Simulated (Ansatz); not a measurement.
The same ligand exchange along the group Ti, Zr, Hf.

Gas-phase electronic energies from Ansatz, PBE0-D4/def2-TZVP geometries. CCSD(T)/CBS adds triple-zeta CCSD(T) − MP2 to the extrapolated MP2 energy (def2 sets, frozen cores). This one scheme is used for every species. DFT in def2-TZVPP. Elements past krypton have def2 core potentials. For Br, Hf, Ti, Zr outer-core shells are correlated without core-valence functions, which leaves a few kJ/mol of doubt a bond. Scalar relativity is left out up to krypton.

| reaction | CCSD(T)/CBS(def2) (eV) |
| --- | --- |
| `[F][Ti]([Cl])([Cl])[Br]` + HBr → `[Cl][Ti]([Cl])([Br])[Br]` + H–F | ? |
| `[F][Zr]([Cl])([Cl])[Br]` + HBr → `[Cl][Zr]([Cl])([Br])[Br]` + H–F | 0.06 |
| `[F][Hf]([Cl])([Cl])[Br]` + HBr → `[Cl][Hf]([Cl])([Br])[Br]` + H–F | 0.10 |

Question: Fill in the missing values. (Best estimate.)

Answer: The calculation gave: `[F][Ti]([Cl])([Cl])[Br]` + HBr → `[Cl][Ti]([Cl])([Br])[Br]` + H–F: 0.00 eV.

Largest T1 diagnostic: 0.023, for `[F][Ti]([Cl])([Cl])[Br]`.
